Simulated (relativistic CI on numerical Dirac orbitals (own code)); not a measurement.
## Hyperfine structure of Au⁺, mass number 197

Method of calculation: Dirac-Coulomb-Breit CI, orbitals from a KLI potential per configuration, model QED, valence Slater integrals scaled by 0.85, P86 correlation energy added to each configuration (own radial code, finite nucleus).

CI space (outside the closed core [Xe] 4f14): 5d10, 5d9.6s, 5d8.6s2, 5d9.6p, 5d9.7s, 5d9.6d, 5d9.7p, 5d8.6s.6p, 5d9.5f, 5d9.7d, 5d9.6f, 5d9.5g, 5d9.7f, 5d9.6g, 5d8.6s.7s, 5d8.6p2. Levels of other configurations are missing.

Nuclear spin I = 3/2, μ = 0.1452 μN, Q = 0.547 b (tables of Stone and Pyykkö). The electronic factors are computed for point nuclear moments, without core polarisation; leaving it out makes A of s and p electrons in near-neutral atoms 20 to 40 % too small, and it can dominate for d and f shells.

```tsv
Level	E (cm⁻¹)	A (MHz)	B (MHz)
5d9.6s 3D_3	17813.8	665.1	-961
5d9.6s 3D_2	20566.0	-408	-643
5d9.6s 3D_1	29804.9	-627.1	-431
5d9.6s 1D_2	32022.2	950.7	-858
5d8.6s2 3F_4	46429.8	97.21	-566
5d8.6s2 3F_3	57429.8	131	-328
5d9.6p 3P°_2	64021.7	21.97	-409
5d8.6s2 3P_2	64299.5	121.4	85.5
```

Levels with J = 0, under 50 % of one LS term, or S terms without an open s electron are left out. Small factors come from cancelling terms and can be off by tens of per cent or more.

For a near-neutral ion this model can misplace configurations by up to about 10,000 cm⁻¹ (more where the count of f electrons changes) and terms by 10 to 25 % of their spread. Rates follow the energies as ν³ (E1, M1) or ν⁵ (E2), so they and the lifetimes can be off by large factors. The fine structure of a lone outer electron comes out too small, for d and f at times inverted, and misplaced configurations move strength between like terms. 24 of the 31 excited levels that our extract of the measured tables holds in this range could be paired (the sources list more); they are missed by 2357 cm⁻¹ on average and 7236 at most, and levels without a partner can miss by more.

Give the hyperfine levels of 5d9.6s 3D_3 relative to its centre of gravity.

With K = F(F + 1) − I(I + 1) − J(J + 1), E = AK/2 + B[¾K(K + 1) − I(I + 1)J(J + 1)]/[2I(2I − 1)J(2J − 1)]: F = 3/2: -4567, F = 5/2: -2184, F = 7/2: 480.5, F = 9/2: 2753 MHz.

LS names give the leading component of a level, which can be under half, so a name can repeat, a term be missing and a line seem to break the LS rules.
